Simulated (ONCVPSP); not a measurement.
## Ni: one change to an ONCV potential, before and after

```
Element                 : Ni (Z = 28)
Generator               : ONCVPSP 4.0.1
Type                    : optimised norm-conserving Vanderbilt (ONCV)
Functional              : PBE
Relativity              : fully relativistic
Frozen core             : [Ar]
Valence charge          : 10
Reference configuration : 3d8 4s1.5 (charge +0.5)
Partial waves           : 4s: rc 2.20 bohr, ncon 5, nbas 8, qcut 3.7 1/bohr, 1 projector; p scattering state at 0.31 Ha: rc 1.75 bohr, ncon 4, nbas 8, qcut 3.8 1/bohr, 2 projectors, debl 3.7 Ha; 3d: rc 0.85 bohr, ncon 4, nbas 8, qcut 16.8 1/bohr, 1 projector
Local potential         : polynomial inside 0.75 bohr (lpopt 3, dvloc0 0 Ha)
Core correction         : none
```

Open shells are filled in proportion to 2j + 1.

Change: all radii scaled by about 1.19 (s 2.62, p 2.08, d 1.02 bohr); local potential polynomial inside 0.90 bohr (lpopt 3, dvloc0 0 Ha). In the p channel the program set the typed energies aside and used 0.050, 3.750 Ha (j = l + 1/2; the other j can differ).

Cutoffs: the cutoffs (Ha) at which the residual kinetic energy of the hardest occupied pseudo-wave falls to 1 and 0.1 mHa per electron; they do not see the model core or the augmentation charge, which bear on the density cutoff. Errors are all-electron minus pseudo energies relative to the spin-unpolarised reference configuration.

Question: What does the change do?

Answer: The potential gets softer (116 Ha and 131 Ha → 100 Ha and 115 Ha); both files keep a bound ghost (s); of the 4 tests that both files solve, the error grows in 0 and shrinks in 1 by more than 15 % and 0.3 meV (median size 14.1 → 4.7 meV). A larger radius leaves more room for a smooth pseudo-wave, so fewer plane waves are needed.

| quantity | base | changed |
| --- | --- | --- |
| cutoff, loose | 116 Ha | 100 Ha |
| cutoff, tight | 131 Ha | 115 Ha |
| loose cutoff by channel | s 5.6 Ha, d 116 Ha | s 5.2 Ha, d 100 Ha |
| bound ghosts | s | s |
| GHOST(+) flags under 300 eV | p1/2 at 85.3 eV, p3/2 at 85.6 eV | p3/2 at 113.2 eV, p1/2 at 113.5 eV |
| error for 3d8 4s2, meV [ΔE -3.72 eV] | +0.6 | +0.6 |
| error for 3d8 4s1, meV [ΔE 5.61 eV] | +1.8 | +1.9 |
| error for 3d8 4s0, meV [ΔE 22.96 eV] | +43 | +43 |
| error for 3d8 4s0 4p2, meV [ΔE 5.78 eV] | +26 | +7.6 |

Base: These tests converged, but a pseudo level misses the all-electron one widely, so the file describes the atom poorly there or has found another state: 3d8 4s0 4p2: empty 4s by 13.8 eV. Changed file: These tests converged, but a pseudo level misses the all-electron one widely, so the file describes the atom poorly there or has found another state: 3d8 4s0 4p2: empty 4s by 13.8 eV. A true bound ghost makes a file unfit for plane-wave use even where its test errors are small: the radial tests pick states by their node count and pass the ghost by.
